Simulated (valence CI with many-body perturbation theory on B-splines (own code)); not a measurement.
Sensitivity of CI+MBPT for Ge¹⁹⁺

Calculated by relativistic CI+MBPT: three valence electrons over a frozen Dirac-Fock core [Ne], radial functions for each j: 6 s, 6 p, 5 d, 3 f, 1 g, with the one-electron correlation potential Σ1, the two-electron term Σ2, the three-electron term Σ3, Breit, model QED; selected CI, second order for the rest, scaled by the run's own slope (own B-spline code, finite nucleus).

No measured levels were compared; by estimate levels of excited configurations hold to 0.05 to 0.15 % of their energy, terms of the ground configuration to about 0.5 %.

The reference run has the lowest level 3s²3p ²P°_1/2 and an ionisation energy of 749.311 eV. Its largest variational space holds 2931 state functions.

Names give the largest LS component (configuration and term), which can be under half, so a name can repeat, a term be missing and a line seem to break the LS rules; names also repeat where a configuration has a term twice.

Changed runs:
A. box radius (bohr) 4.2144 → 3.19; factor on the speed of light 1 → 100; QED terms on → off
B. logarithmic knot step 0.27 → 0.2; scale of Σ1 1 → 0; scale of Σ2 1 → 0; three-electron term on → off
C. scale of Σ2 1 → 0; orbitals per symmetry with explicit Σ2 and valence Breit (the others get mean screening factors) 5 → 7
D. box radius (bohr) 4.2144 → 0.55 (bad on purpose)

Excitation energies of the reference run in cm⁻¹, and shifts in cm⁻¹:

| Level | Reference | A | B | C |
| --- | --- | --- | --- | --- |
| 3s²3p ²P°_3/2 | 54585 | -54580 | -263 | -79 |
| 3s3p² ⁴P_1/2 | 332510 | -42843 | -422 | -1315 |
| 3s3p² ⁴P_3/2 | 358573 | -68903 | -682 | -1460 |
| 3s3p² ⁴P_5/2 | 382537 | -92864 | -651 | -1374 |
| 3s3p² ²D_3/2 | 453952 | -77550 | +414 | -329 |
| 3s3p² ²D_5/2 | 466450 | -90048 | +109 | -539 |
| 3s3p² ²P_1/2 | 531056 |  | +3792 | +2837 |
| 3s3p² ²S_1/2 | 585882 |  | +3645 | +2856 |
| 3s3p² ²P_3/2 | 597536 | -102864 | +4913 | +4139 |
| 3s²3d ²D_3/2 | 682650 | -63385 | +4793 | +3701 |
| 3s²3d ²D_5/2 | 689905 | -70640 | +4577 | +3605 |
| 3p³ ²D°_3/2 | 846808 | -104409 | +2023 | +389 |
| Ionisation energy (eV) | 749.311 | -7.679 | -0.569 | +0.194 |

A blank means that the level has no clear partner in that run.

Run D: It gave no result. The program said: "need at least one array to concatenate".
